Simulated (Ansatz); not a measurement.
Energy needed to pull apart CH₄BNO (SMILES BC(=N)O), closed shell, into free ground-state atoms, from the structure below (at a frame of a short PBE0-D4/def2-SVP trajectory); no zero-point or spin–orbit terms; open-shell atoms are treated unrestricted, in their ground-state multiplicity.

| atom | x (Å) | y (Å) | z (Å) |
| --- | --- | --- | --- |
| B1 | -0.6480 | 1.1937 | -0.3542 |
| C2 | 0.1315 | -0.1439 | 0.0365 |
| N3 | 1.2247 | -0.0299 | 0.6631 |
| O4 | -0.5211 | -1.3155 | -0.2523 |
| H5 | -1.6378 | 1.1911 | -1.0704 |
| H6 | -0.2850 | 2.2758 | 0.0737 |
| H7 | 1.6158 | -0.9591 | 0.9208 |
| H8 | 0.0449 | -2.0839 | -0.0615 |

Computed with Ansatz 0.2.0 (basis: def2-TZVPP); correlated methods freeze the cores.

```
   method  atomization energy (eV)
   PBE-D4                        ?
r2SCAN-D4                    31.37
  PBE0-D4                        ?
  wB97M-V                    31.45
       HF                    21.49
      MP2                    31.00
     CCSD                    29.65
  CCSD(T)                    30.25
```

Problem. What does PBE0-D4 give? (An estimate is asked for; the value comes from the calculation.)

Solution. Computed: 31.41 eV, which is about 1.16 eV more than CCSD(T)/def2-TZVPP.

Problem. What does PBE-D4 give? (An estimate is asked for; the value comes from the calculation.)

Solution. Computed: 32.42 eV, which is about 2.17 eV more than CCSD(T)/def2-TZVPP.

In triple zeta the MP2 and coupled-cluster atomization energies are still short of their basis limit by a few kcal/mol a bond, whereas those of the functionals are nearly converged, so these differences are not deviations from converged CCSD(T).

No T1 diagnostic of these runs exceeds 0.015.

For scale, one of the runs: CCSD(T)/def2-TZVPP forces, 180 basis functions, launched by `ansatz run in.yaml --threads 2 --pin off --events-out ev --progress --plain --max-ram 3481MiB`. Time: 6.8 min of wall clock on 2 CPU threads of an Arm Neoverse V2; the host was shared. Peak host memory: 1.9 GiB.
